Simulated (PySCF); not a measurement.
Cd(SMe)(SiH3) (CH6CdSSi), SMILES C[S][Cd][SiH3].

Geometry optimised at B3LYP-D3(BJ)/def2-SVP. The structure was generated by enumeration; whether it is a known compound was not checked. The def2 effective core potentials stand for the cores of Cd; spin–orbit coupling is left out. Other conformers were not sampled.

Calculation: HF/def2-TZVP (PySCF).

```yaml
total_energy: -894.74425 hartree
highest_occupied_level: -9.01 eV
lowest_empty_level: 1.20 eV
orbital_gap: 10.21 eV
dipole_moment: 1.74 D
quadrupole, principal values (traceless, Buckingham form, about the centre of nuclear charge): -14.86, 4.34, 10.52 D·Å
mean_static_polarisability: 92.3 bohr³ (13.68 Å³)
polarisability_principal_values: 70.2, 78.6, 128.0 bohr³
```
